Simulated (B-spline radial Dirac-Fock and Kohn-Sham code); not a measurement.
## I⁵⁺ 4p3/2: cross section and angular parameters

System: the I⁵⁺ ion, configuration [Kr] 4d10 5s2; threshold 195.3 eV (orbital energy of the model). Level of theory: Dirac-Hartree-Slater photoionisation with a Latter tail; cross sections with all multipoles, angular parameters from the dipole term and its interference with E2; a B-spline atomic structure program.

Input of the calculation (task.json; shells as n, l, electrons):

```json
{"items": [{
  "Z": 53,
  "q": 5,
  "cfg": [[1, 0, 2], [2, 0, 2], [2, 1, 6], [3, 0, 2], [3, 1, 6], [3, 2, 10], [4, 0, 2], [4, 1, 6], [4, 2, 10], [5, 0, 2]],
  "A": 127,
  "rrms": 4.75,
  "do": "xps",
  "hv": [62.0, 63.5, 80, 85.3, 105.0, 120.0, 150, 248.0, 249.0, 260.0, 264.0, 300, 359.0, 376.0, 387.0, 470.0, 600, 800, 1420.0, 1440.0, 1740.0, 1870.0, 2380.0, 3330.0, 4000, 5414.7, 6550.0, 11100.0, 11800.0, 12000]
}]}
```

Launch: `python xray2_run.py task.json out`

For linearly polarised light dσ/dΩ = σ/(4π) [1 + β P₂(cos θ) + (δ + γ cos²θ) sin θ cos φ], with θ from the polarisation vector and φ the angle between the beam and the projection of the electron momentum on the plane normal to the polarisation.

| hν (eV) | σ (kb) | β | γ | δ |
| --- | --- | --- | --- | --- |
| 248 | 298 | 0.312 | -0.070 | 0.051 |
| 249 | 297 | 0.323 | -0.067 | 0.051 |
| 260 | 291 | 0.436 | -0.033 | 0.052 |
| 264 | 288 | 0.473 | -0.023 | 0.051 |
| 300 | 266 | 0.742 | 0.078 | 0.046 |
| 359 | 230 | 1.025 | 0.181 | 0.034 |
| 376 | 221 | 1.085 | 0.200 | 0.030 |
| 387 | 215 | 1.120 | 0.208 | 0.029 |
| 470 | 175 | 1.311 | 0.233 | 0.017 |
| 600 | 130 | 1.473 | 0.195 | 0.007 |
| 800 | 86.7 | 1.597 | 0.101 | 0.002 |
| 1420 | 33.2 | 1.705 | -0.030 | 0.001 |
| 1440 | 32.4 | 1.706 | -0.031 | 0.001 |
| 1740 | 22.7 | 1.714 | -0.020 | 0.002 |
| 1870 | ? | ? | ? | ? |
| 2380 | 12.2 | 1.705 | 0.068 | 0.004 |
| 3330 | 5.92 | 1.668 | 0.261 | 0.008 |
| 4000 | 3.91 | 1.638 | 0.403 | 0.012 |
| 5414.7 | 1.90 | 1.574 | 0.687 | 0.021 |
| 6550 | 1.18 | 1.524 | 0.891 | 0.030 |
| 11100 | 0.286 | 1.352 | 1.507 | 0.072 |
| 11800 | 0.241 | 1.329 | 1.580 | 0.079 |
| 12000 | 0.230 | 1.322 | 1.600 | 0.081 |

Task: Give the values at 1870 eV.

Result: σ = 19.8 kb, β = 1.714, γ = -0.008, δ = 0.003.
